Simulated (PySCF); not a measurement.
# MS anions for M along group 13

CCSD(T) with double-zeta basis sets in PySCF, for the lowest determinant that a PBE0 search found; no spin–orbit coupling. De refers to high-spin ground-configuration atoms (the charge goes to the atom of lower measured ionisation energy or higher electron affinity, which is not always the lowest computed limit).

| M | basis | reference, frozen orbitals | charged atom | state (unpaired electrons) | Re (Å) | ωe (cm⁻¹) | De (eV) |
| --- | --- | --- | --- | --- | --- | --- | --- |
| B | aug-cc-pVDZ/aug-cc-pV(D+d)Z | RHF, 6 | S− | singlet (closed shell) | 1.716 | 971 | n/a |
| Al | def2-SVPD | RHF, 10 | S− | singlet (closed shell) | 2.125 | 559 | n/a |
| In | def2-SVPD | RHF, 9 | S− | singlet (closed shell) | 2.380 | 368 | n/a |
| Tl | def2-SVPD | RHF, 9 | S− | singlet (closed shell) | 2.463 | 327 | n/a |

The shortest bond is that of BS⁻ (1.716 Å), the longest that of TlS⁻ (2.463 Å).

The rows differ in basis set, which adds steps of its own.

Down a group the atoms grow and get heavier, so bonds lengthen and wavenumbers fall; this series shows no clear exception.

Correlated steps freeze the inner cores (6 to 10 orbitals); shallow outer-core shells are correlated. Spin–orbit coupling is left out, which matters for elements this heavy, above all for dissociation energies. The CCSD T1 diagnostic is raised in AlS⁻, BS⁻, InS⁻, TlS⁻, a sign that a single reference may not be enough there.
